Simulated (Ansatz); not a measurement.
Ansatz (a quantum-chemistry and plane-wave program) input for CH3NO2Si, SMILES [SiH2](O)OC#N, PBE-D3(BJ)/def2-SVP. 

Ansatz 0.2 input:
```yaml
crystal:
  periodic: [false, false, false]
  atoms:
    - {symbol: N, position_ang: [1.63213438, 1.84478815, 0.67498549]}
    - {symbol: C, position_ang: [1.29838415, 0.79487726, 0.28447843]}
    - {symbol: O, position_ang: [0.94123001, -0.36313304, -0.13510943]}
    - {symbol: Si, position_ang: [-0.68209304, -0.70981150, -0.61421838]}
    - {symbol: O, position_ang: [-1.70820957, -0.41605561, 0.63256709]}
    - {symbol: H, position_ang: [-0.65476280, -2.15744964, -0.87745029]}
    - {symbol: H, position_ang: [-0.93962314, 0.15181331, -1.79554878]}
    - {symbol: H, position_ang: [-1.93572075, 0.49372579, 0.86062596]}
basis:
  gaussian:
    orbitals: def2-SVP
hamiltonian:
  xc: pbe
  dispersion: d3bj
relax: {f_tol: 0.002, max_steps: 200}
```

Program output:

```
Functional definition: PBE
integrals: 0.03 GiB planned
986 factors; their error is unknown
mean field: 0.21 GiB planned
mean field evaluation 1: about -14518.8805 eV, gradient 7.5e1 eV
mean field evaluation 2: about -14469.6329 eV, gradient 1.6e2 eV
mean field evaluation 4: about -14528.7813 eV, gradient 1.9e1 eV
mean field evaluation 8: about -14529.4970 eV, gradient 1.2e-1 eV
mean field evaluation 16: about -14529.4395 eV, gradient 1.6e-4 eV
mean field -14529.43951064 eV, -533.9470536080 hartree, gradient 2.2e-5 eV, S^2 0.000000; 0 other end points of the search recorded, 0 dependent functions left out
the calculation of the forces begins
reference -14529.43954004 eV, -533.9470546886 hartree; 23, 23 occupied and 66, 66 virtual orbitals, 986 factors
relax step   1: F+E_penalty+E_count = -14529.59152395 eV  Δ(F+E_penalty+E_count) = +0.000e0 eV  max|allowed force component| = 9.323e-1 eV/Å  Δτ_max = 0.0000 Å  (26 SCF iters, accepted)
these checks for a lower state are left out or cut short: starts, cluster_reference, orbital_swaps, neighbouring_geometries, increment
integrals: 0.03 GiB planned
986 factors; their error is unknown
mean field: 0.21 GiB planned
mean field -14529.45514518 eV, -533.9476281670 hartree, gradient 2.5e-5 eV, S^2 0.000000; 0 other end points of the search recorded, 0 dependent functions left out
the calculation of the forces begins
reference -14529.45517463 eV, -533.9476292491 hartree; 23, 23 occupied and 66, 66 virtual orbitals, 986 factors
relax step   2: F+E_penalty+E_count = -14529.60639289 eV  Δ(F+E_penalty+E_count) = -1.487e-2 eV  max|allowed force component| = 1.938e-1 eV/Å  Δτ_max = 0.0189 Å  (30 SCF iters, accepted)
these checks for a lower state are left out or cut short: starts, cluster_reference, orbital_swaps, neighbouring_geometries, increment
integrals: 0.03 GiB planned
986 factors; their error is unknown
mean field: 0.21 GiB planned
mean field evaluation 32: about -14529.4583 eV, gradient 2.5e-5 eV
mean field -14529.45825530 eV, -533.9477424616 hartree, gradient 2.5e-5 eV, S^2 0.000000; 0 other end points of the search recorded, 0 dependent functions left out
the calculation of the forces begins
reference -14529.45828476 eV, -533.9477435444 hartree; 23, 23 occupied and 66, 66 virtual orbitals, 986 factors
relax step   3: F+E_penalty+E_count = -14529.60904802 eV  Δ(F+E_penalty+E_count) = -2.655e-3 eV  max|allowed force component| = 5.506e-2 eV/Å  Δτ_max = 0.0121 Å  (30 SCF iters, accepted)
these checks for a lower state are left out or cut short: starts, cluster_reference, orbital_swaps, neighbouring_geometries, increment
integrals: 0.03 GiB planned
986 factors; their error is unknown
mean field: 0.21 GiB planned
mean field -14529.45862349 eV, -533.9477559925 hartree, gradient 2.4e-5 eV, S^2 0.000000; 0 other end points of the search recorded, 0 dependent functions left out
the calculation of the forces begins
reference -14529.45865290 eV, -533.9477570732 hartree; 23, 23 occupied and 66, 66 virtual orbitals, 986 factors
relax step   4: F+E_penalty+E_count = -14529.60950586 eV  Δ(F+E_penalty+E_count) = -4.578e-4 eV  max|allowed force component| = 8.850e-2 eV/Å  Δτ_max = 0.0135 Å  (29 SCF iters, accepted)
these checks for a lower state are left out or cut short: starts, cluster_reference, orbital_swaps, neighbouring_geometries, increment
integrals: 0.03 GiB planned
986 factors; their error is unknown
mean field: 0.21 GiB planned
mean field -14529.45904038 eV, -533.9477713129 hartree, gradient 2.4e-5 eV, S^2 0.000000; 0 other end points of the search recorded, 0 dependent functions left out
the calculation of the forces begins
reference -14529.45906976 eV, -533.9477723926 hartree; 23, 23 occupied and 66, 66 virtual orbitals, 986 factors
relax step   5: F+E_penalty+E_count = -14529.60997890 eV  Δ(F+E_penalty+E_count) = -4.730e-4 eV  max|allowed force component| = 1.160e-2 eV/Å  Δτ_max = 0.0115 Å  (30 SCF iters, accepted)
these checks for a lower state are left out or cut short: starts, cluster_reference, orbital_swaps, neighbouring_geometries, increment
integrals: 0.03 GiB planned
986 factors; their error is unknown
mean field: 0.21 GiB planned
mean field -14529.45910010 eV, -533.9477735076 hartree, gradient 2.4e-5 eV, S^2 0.000000; 0 other end points of the search recorded, 0 dependent functions left out
the calculation of the forces begins
reference -14529.45912948 eV, -533.9477745871 hartree; 23, 23 occupied and 66, 66 virtual orbitals, 986 factors
relax step   6: F+E_penalty+E_count = -14529.61002673 eV  Δ(F+E_penalty+E_count) = -4.782e-5 eV  max|allowed force component| = 6.539e-3 eV/Å  Δτ_max = 0.0031 Å  (31 SCF iters, accepted)
these checks for a lower state are left out or cut short: starts, cluster_reference, orbital_swaps, neighbouring_geometries, increment
integrals: 0.03 GiB planned
986 factors; their error is unknown
mean field: 0.21 GiB planned
mean field -14529.45913151 eV, -533.9477746620 hartree, gradient 2.4e-5 eV, S^2 0.000000; 0 other end points of the search recorded, 0 dependent functions left out
the calculation of the forces begins
reference -14529.45916088 eV, -533.9477757412 hartree; 23, 23 occupied and 66, 66 virtual orbitals, 986 factors
relax step   7: F+E_penalty+E_count = -14529.61006403 eV  Δ(F+E_penalty+E_count) = -3.730e-5 eV  max|allowed force component| = 1.171e-2 eV/Å  Δτ_max = 0.0052 Å  (30 SCF iters, accepted)
these checks for a lower state are left out or cut short: starts, cluster_reference, orbital_swaps, neighbouring_geometries, increment
integrals: 0.03 GiB planned
986 factors; their error is unknown
mean field: 0.21 GiB planned
mean field evaluation 64: about -14529.4592 eV, gradient 1.8e-5 eV
mean field -14529.45918819 eV, -533.9477767447 hartree, gradient 2.3e-5 eV, S^2 0.000000; 0 other end points of the search recorded, 0 dependent functions left out
the calculation of the forces begins
reference -14529.45921752 eV, -533.9477778228 hartree; 23, 23 occupied and 66, 66 virtual orbitals, 986 factors
relax step   8: F+E_penalty+E_count = -14529.61010756 eV  Δ(F+E_penalty+E_count) = -4.354e-5 eV  max|allowed force component| = 8.031e-3 eV/Å  Δτ_max = 0.0112 Å  (29 SCF iters, accepted)
these checks for a lower state are left out or cut short: starts, cluster_reference, orbital_swaps, neighbouring_geometries, increment
integrals: 0.03 GiB planned
986 factors; their error is unknown
mean field: 0.21 GiB planned
mean field -14529.39765801 eV, -533.9455155524 hartree, gradient 2.2e-5 eV, S^2 0.000000; 0 other end points of the search recorded, 0 dependent functions left out
the calculation of the forces begins
reference -14529.39768755 eV, -533.9455166380 hartree; 23, 23 occupied and 66, 66 virtual orbitals, 986 factors
relax step   9: F+E_penalty+E_count = -14529.54881972 eV  Δ(F+E_penalty+E_count) = +6.129e-2 eV  max|allowed force component| = 1.730e0 eV/Å  Δτ_max = 0.0329 Å  (29 SCF iters, rejected (line search))
these checks for a lower state are left out or cut short: starts, cluster_reference, orbital_swaps, neighbouring_geometries, increment
integrals: 0.03 GiB planned
986 factors; their error is unknown
mean field: 0.21 GiB planned
mean field -14529.45931775 eV, -533.9477815062 hartree, gradient 2.5e-5 eV, S^2 0.000000; 0 other end points of the search recorded, 0 dependent functions left out
the calculation of the forces begins
reference -14529.45934709 eV, -533.9477825843 hartree; 23, 23 occupied and 66, 66 virtual orbitals, 986 factors
relax step  10: F+E_penalty+E_count = -14529.61013393 eV  Δ(F+E_penalty+E_count) = -2.637e-5 eV  max|allowed force component| = 6.638e-3 eV/Å  Δτ_max = 0.0079 Å  (30 SCF iters, accepted)
these checks for a lower state are left out or cut short: starts, cluster_reference, orbital_swaps, neighbouring_geometries, increment
integrals: 0.03 GiB planned
986 factors; their error is unknown
mean field: 0.21 GiB planned
mean field -14529.45946855 eV, -533.9477870478 hartree, gradient 2.4e-5 eV, S^2 0.000000; 0 other end points of the search recorded, 0 dependent functions left out
the calculation of the forces begins
reference -14529.45949787 eV, -533.9477881255 hartree; 23, 23 occupied and 66, 66 virtual orbitals, 986 factors
relax step  11: F+E_penalty+E_count = -14529.61014637 eV  Δ(F+E_penalty+E_count) = -1.244e-5 eV  max|allowed force component| = 3.941e-3 eV/Å  Δτ_max = 0.0126 Å  (29 SCF iters, accepted)
these checks for a lower state are left out or cut short: starts, cluster_reference, orbital_swaps, neighbouring_geometries, increment
integrals: 0.03 GiB planned
986 factors; their error is unknown
mean field: 0.21 GiB planned
mean field -14529.45950047 eV, -533.9477882210 hartree, gradient 2.5e-5 eV, S^2 0.000000; 0 other end points of the search recorded, 0 dependent functions left out
the calculation of the forces begins
reference -14529.45952980 eV, -533.9477892986 hartree; 23, 23 occupied and 66, 66 virtual orbitals, 986 factors
relax step  12: F+E_penalty+E_count = -14529.61014609 eV  Δ(F+E_penalty+E_count) = +2.791e-7 eV  max|allowed force component| = 2.622e-3 eV/Å  Δτ_max = 0.0040 Å  (31 SCF iters, rejected (line search))
these checks for a lower state are left out or cut short: starts, cluster_reference, orbital_swaps, neighbouring_geometries, increment
integrals: 0.03 GiB planned
986 factors; their error is unknown
mean field: 0.21 GiB planned
mean field evaluation 96: about -14529.5172 eV, gradient 1.9e-1 eV
mean field -14529.45949204 eV, -533.9477879110 hartree, gradient 1.5e-5 eV, S^2 0.000000; 0 other end points of the search recorded, 0 dependent functions left out
the calculation of the forces begins
reference -14529.45952136 eV, -533.9477889887 hartree; 23, 23 occupied and 66, 66 virtual orbitals, 986 factors
relax step  13: F+E_penalty+E_count = -14529.61014876 eV  Δ(F+E_penalty+E_count) = -2.390e-6 eV  max|allowed force component| = 1.373e-3 eV/Å  Δτ_max = 0.0020 Å  (23 SCF iters, accepted)
integrals: 0.03 GiB planned
986 factors; their error is unknown
mean field: 0.21 GiB planned
mean field -14529.45949204 eV, -533.9477879110 hartree, gradient 1.5e-5 eV, S^2 0.000000; 1 other end points of the search recorded, 0 dependent functions left out
the calculation of the forces begins
reference -14529.45952136 eV, -533.9477889887 hartree; 23, 23 occupied and 66, 66 virtual orbitals, 986 factors
Total energy: -14529.61017808 eV, -533.9533255211 hartree
Atom 0 at     1.674990     1.869980     0.625982 Å, force     0.000887    -0.000368    -0.000070 eV/Å
Atom 1 at     1.318709     0.802161     0.278640 Å, force    -0.001373     0.000823     0.000304 eV/Å
Atom 2 at     0.944300    -0.377174    -0.089475 Å, force     0.000242    -0.000391    -0.000294 eV/Å
Atom 3 at    -0.686447    -0.707308    -0.605612 Å, force     0.000012     0.000138     0.000269 eV/Å
Atom 4 at    -1.754216    -0.448860     0.634917 Å, force     0.000183     0.000141     0.000031 eV/Å
Atom 5 at    -0.653524    -2.162578    -0.893247 Å, force     0.000037     0.000002    -0.000078 eV/Å
Atom 6 at    -0.921214     0.189321    -1.781356 Å, force     0.000074    -0.000149    -0.000091 eV/Å
Atom 7 at    -1.971258     0.473213     0.860479 Å, force    -0.000062    -0.000196    -0.000071 eV/Å
Dipole moment:    -0.651459    -0.368519    -0.313969 e Å
```

The run converged.
